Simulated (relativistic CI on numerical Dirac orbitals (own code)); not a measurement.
Radial Dirac CI calculation of Sr II.

Command:

```sh
python run_levels.py task.json out
```

Input:

```
atom Sr  Z=38  charge=1  electrons=37
nucleus A=88  rms_radius_fm=4.2240
hamiltonian dirac-coulomb  breit=off  qed=on  c_scale=1
orbitals kli  potential=per-configuration
slater_scale 1
correlation none
mixing on
grid step=0.0125 r_max=100.6
scf mixing=0.9 start=green max_iterations=150 tolerance=2e-08 node_fill=0
configurations
  [Kr] 5s
end
```

Output:

```
SCF 1: [Kr] 5s
 iter      energy (Ha)   residual   last orbital (Ha)
    1     -3170.651121   1.60e+00     -0.49794
    2     -3174.189426   1.41e+00     -0.34415
    3     -3177.878558   7.52e-02     -0.40541
    4     -3177.885875   3.47e-02     -0.39060
    5     -3177.889620   8.83e-04     -0.38560
    6     -3177.889612   3.38e-04     -0.38495
    7     -3177.889598   6.17e-06     -0.38501
    8     -3177.889598   6.31e-07     -0.38501
    9     -3177.889598   2.79e-08     -0.38501
   10     -3177.889598   1.41e-09     -0.38501
orbital energies (Ha): 3p1/2 -10.0893  3p3/2 -9.7042  3d3/2 -5.1431  3d5/2 -5.0759  4s -1.7909  4p1/2 -1.1567  4p3/2 -1.1148  5s -0.3850
configuration averages (Ha): Dirac-Coulomb, Breit, QED
  5s                           -3177.889598    0.000000    1.150895
levels: no., configuration, term, J, E (cm-1), weight
   1 5s                     2S   1/2              0.0  1.00
lowest total energy -3176.738703 Ha
end: converged
```

Against the reference input this run has: SCF mixing 0.9, Breit term off, node fill of the KLI weights 0. The reference run ends at -3175.021323 Ha with Breit and QED terms.
